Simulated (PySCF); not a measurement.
Isomers of C6H10OSSi2, mass 185.999 u with the commonest isotopes. Method used: PBE0/pcSseg-1 in PySCF (dipole) on a GFN2-xTB geometry, gas phase. One conformer each, none proved a minimum here; rigid rotors.

Question: Order these by radius of gyration √(Σ m r²/M), largest first.
A. `[OH:1][c:2]1[cH:3][cH:4][cH:5][c:6]([SiH2:7][SiH2:8][SH:9])[cH:10]1` with H–O1–C2–C3 0°, C5–C6–Si7–Si8 51°, C6–Si7–Si8–S9 172°, Si7–Si8–S9–H 51°
B. `[OH:1][c:2]1[cH:3][cH:4][cH:5][cH:6][c:7]1[SiH2:8][SiH2:9][SH:10]` with H–O1–C2–C3 0°, C6–C7–Si8–Si9 128°, C7–Si8–Si9–S10 -32°, Si8–Si9–S10–H 34°
C. `[cH:1]1[cH:2][s:3][c:4]([Si@H:5]2[CH2:6][CH2:7][SiH2:8][O:9]2)[cH:10]1` with S3–C4–Si5–C6 78°, C4–Si5–C6–C7 92°, Si5–C6–C7–Si8 30°, C6–C7–Si8–O9 -26°, C7–Si8–O9–Si5 10°

Answer: A (3.074 Å), C (2.518 Å), B (2.450 Å).

Question: Order these by out-of-plane moment Σ m c² = (Ia + Ib − Ic)/2, largest first.
A. `[OH:1][c:2]1[cH:3][cH:4][cH:5][cH:6][c:7]1[SiH2:8][SiH2:9][SH:10]` with H–O1–C2–C3 0°, C6–C7–Si8–Si9 128°, C7–Si8–Si9–S10 -32°, Si8–Si9–S10–H 34°
B. `[OH:1][c:2]1[cH:3][cH:4][cH:5][c:6]([SiH2:7][SiH2:8][SH:9])[cH:10]1` with H–O1–C2–C3 0°, C5–C6–Si7–Si8 51°, C6–Si7–Si8–S9 172°, Si7–Si8–S9–H 51°
C. `[cH:1]1[cH:2][s:3][c:4]([Si@H:5]2[CH2:6][CH2:7][SiH2:8][O:9]2)[cH:10]1` with S3–C4–Si5–C6 78°, C4–Si5–C6–C7 92°, Si5–C6–C7–Si8 30°, C6–C7–Si8–O9 -26°, C7–Si8–O9–Si5 10°

Answer: A (144.78 u·Å²), C (78.15 u·Å²), B (48.11 u·Å²).

Question: Order these by rotational constant A, largest first.
A. `[OH:1][c:2]1[cH:3][cH:4][cH:5][c:6]([SiH2:7][SiH2:8][SH:9])[cH:10]1` with H–O1–C2–C3 0°, C5–C6–Si7–Si8 51°, C6–Si7–Si8–S9 172°, Si7–Si8–S9–H 51°
B. `[OH:1][c:2]1[cH:3][cH:4][cH:5][cH:6][c:7]1[SiH2:8][SiH2:9][SH:10]` with H–O1–C2–C3 0°, C6–C7–Si8–Si9 128°, C7–Si8–Si9–S10 -32°, Si8–Si9–S10–H 34°
C. `[cH:1]1[cH:2][s:3][c:4]([Si@H:5]2[CH2:6][CH2:7][SiH2:8][O:9]2)[cH:10]1` with S3–C4–Si5–C6 78°, C4–Si5–C6–C7 92°, Si5–C6–C7–Si8 30°, C6–C7–Si8–O9 -26°, C7–Si8–O9–Si5 10°

Answer: A (2393 MHz), C (1992 MHz), B (1336 MHz).

| SMILES | point group | Ia (u·Å²) | Ib (u·Å²) | Ic (u·Å²) | κ | μa (D) | μb (D) | μc (D) |
| --- | --- | --- | --- | --- | --- | --- | --- | --- |
| Oc1ccccc1[SiH2][SiH2]S | C1 | 378.30 | 883.28 | 972.03 | -0.87 | 2.80 | 0.07 | 1.63 |
| Oc1cccc([SiH2][SiH2]S)c1 | C1 | 211.21 | 1594.77 | 1709.76 | -0.98 | 3.35 | 1.46 | 0.63 |
| c1csc([Si@H]2CC[SiH2]O2)c1 | C1 | 253.68 | 1003.49 | 1100.86 | -0.94 | 0.04 | 0.26 | 1.61 |
